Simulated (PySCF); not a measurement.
# Excitation energy of N by level of theory

N [He] 2s2 2p3 (4S) → N [He] 2s1 2p4 (4P), as a difference of total energies. All numbers are calculated (PySCF 2.14, scalar relativity by spin-free X2C-1e, in x2c-TZVPPall with one added diffuse shell each of s, p, d type (6s4p3d1f, 40 functions)). Correlated levels: valence: 1s2 frozen. The calculations carry no spin-orbit coupling.

```tsv
method	excitation energy (cm⁻¹)
UHF	87955
MP2 (valence)	89082
SCS-MP2 (valence)	89193
CCSD (valence)	87727
CCSD(T) (valence)	87210
```

Errors of the correlated levels include the incompleteness of this basis and the frozen core.

The coupled-cluster amplitudes are large for the upper state (T1 above 0.03 or a double amplitude above 0.15), so a single reference is strained.

For comparison: 88132 cm⁻¹ (measured; NIST levels, between the centres of gravity of the two terms).
